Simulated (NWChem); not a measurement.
System: C₄H₄ClF; SMILES FC1=C(Cl)CC1

```xyz
10

F      1.6996     1.2769     0.0000
C      0.4273     0.8989     0.0000
C     -0.2083    -0.2961     0.0000
Cl     0.2844    -1.9396     0.0000
C     -1.5837     0.3419     0.0000
C     -0.8321     1.7247     0.0000
H     -2.1942     0.1517     0.9066
H     -2.1942     0.1517    -0.9066
H     -1.0036     2.3431    -0.9057
H     -1.0036     2.3431     0.9057
```
Atoms are numbered in this order, from 1.

Computed with NWChem. Structure relaxed at the PBE-D3(BJ)/def2-SVP level. Level: PBE/def2-SVP with SMD (1 M gas to 1 M solution), gas-phase geometry.

```json
[
 {"solvent": "water", "dielectric constant": "78.4", "solvation free energy (kcal/mol)": "0.8", "cavity-dispersion-structure term (kcal/mol)": "3.0", "dipole in solution (D)": "2.57"},
 {"solvent": "1,4-dioxane", "dielectric constant": "2.21", "solvation free energy (kcal/mol)": "…", "cavity-dispersion-structure term (kcal/mol)": "-1.0", "dipole in solution (D)": "…"},
 {"solvent": "ethanol", "dielectric constant": "24.9", "solvation free energy (kcal/mol)": "-3.4", "cavity-dispersion-structure term (kcal/mol)": "-1.3", "dipole in solution (D)": "2.55"},
 {"solvent": "N,N-dimethylformamide", "dielectric constant": "37.2", "solvation free energy (kcal/mol)": "-3.0", "cavity-dispersion-structure term (kcal/mol)": "-0.8", "dipole in solution (D)": "2.56"},
 {"solvent": "dichloromethane", "dielectric constant": "8.93", "solvation free energy (kcal/mol)": "-4.3", "cavity-dispersion-structure term (kcal/mol)": "-2.3", "dipole in solution (D)": "2.49"},
 {"solvent": "ethyl acetate", "dielectric constant": "5.99", "solvation free energy (kcal/mol)": "-3.6", "cavity-dispersion-structure term (kcal/mol)": "-1.8", "dipole in solution (D)": "2.44"}
]
```

Complete the blanks.


- 1,4-dioxane, solvation free energy (kcal/mol): -2.1
- 1,4-dioxane, dipole in solution (D): 2.22
